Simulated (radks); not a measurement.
The numbers below are computed, except where a source is named.
Question: Neutral rubidium, [Kr] 5s1. Level of theory: non-relativistic Kohn-Sham, PBE, spin-polarised, spherical densities, point nucleus (a radial shooting solver on a logarithmic mesh with Libxc functionals). Every spin shell is full or empty, so the densities are truly spherical. Functionals are evaluated on that one density, not self-consistently. Rank these orbital-free kinetic functionals by their error against the exact value of the orbitals, and give that value: Thomas-Fermi, von Weizsacker, TF + vW, TF + vW/9, TF + vW/5, LC94, APBEK, revAPBEK, Perdew 92, Thakkar, Pearson, LKT, PG1, DePristo-Kress, Ernzerhof.

Answer: Exact: 2938.12 hartree. From best to worst, with 100 (|E| - |E exact|)/|E exact| (equal figures are ties): LC94 +0.05, DePristo-Kress -0.07, APBEK +0.13, revAPBEK +0.34, Ernzerhof -0.37, Thakkar -0.48, Perdew 92 -0.70, TF + vW/9 -0.71, Pearson -1.04, TF + vW/5 +3.37, Thomas-Fermi -5.81, PG1 +17.02, LKT +21.55, TF + vW +40.11, von Weizsacker -54.08.
